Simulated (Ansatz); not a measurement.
`O[SiH2][SiH2]Br` + HCl → `Cl[SiH2]Br` + `O[SiH3]` at 400 K and 1 bar (cleavage of the Si–Si bond).

Computed with Ansatz on PBE0-D4/def2-TZVP structures; ΔE is electronic, products minus reactants. CCSD(T)/CBS is the MP2 limit (def2-TZVPP, def2-QZVPP) plus CCSD(T) − MP2 in def2-TZVPP, frozen cores. This one scheme is used for every species. For Br outer-core shells are correlated without core-valence functions, which leaves a few kJ/mol of doubt a bond. Scalar relativity is left out up to krypton. Each species was taken in one conformer, which may not be the lowest.

| species | CCSD(T)/CBS energy (Eh) | H − E (kJ/mol) | S (J/(mol·K)) |
| --- | --- | --- | --- |
| `O[SiH2][SiH2]Br` | -3229.74135 | 163.8 | 397.1 |
| HCl | -460.38127 | 29.6 | 195.4 |
| `Cl[SiH2]Br` | -3323.46904 | 73.3 | 324.7 |
| `O[SiH3]` | -366.69042 | 120.0 | 276.4 |

H − E and S are ideal-gas, rigid-rotor, harmonic terms from PBE0-D4/def2-TZVP, for one conformer and one mirror image of each species. 1 Eh = 2625.50 kJ/mol, R = 8.31446 J/(mol·K).

By hand: ΔE, ΔH, ΔS and ΔG.

ΔE = (-3323.46904) + (-366.69042) − (-3229.74135) − (-460.38127) = -0.03684 Eh = -96.7 kJ/mol. Δ(H − E) = 73.3 + 120.0 − 163.8 − 29.6 = -0.1, so ΔH = -96.8 kJ/mol. ΔS = 324.7 + 276.4 − 397.1 − 195.4 = 8.6 J/(mol·K). ΔG = -96.8 − 400 × (8.6)/1000 = -100.2 kJ/mol.

By hand: the equilibrium constant, and the temperature at which ΔG would vanish if ΔH and ΔS stayed fixed.

log₁₀ K = −ΔG/(RT ln 10) = 13.1. ΔH and −TΔS have one sign here, so there is no such temperature.

The number of gas molecules stays the same, so ΔS is small and ΔH decides. A doubt of 5 kJ/mol in ΔE shifts log₁₀ K by 0.7 here. Other conformers and mirror images would add mixing entropy, several J/(mol·K) or more a flexible species. Modes under 60 cm⁻¹, often nearly free rotors, make the harmonic entropy too high. These are equilibria of isolated gas molecules and say nothing of rates. Largest T1 diagnostic: 0.011 (customary marks: 0.02 for closed shells, 0.045 for open ones).

ΔS is within the doubt of such terms, so its sign, and with it that verdict, could turn.
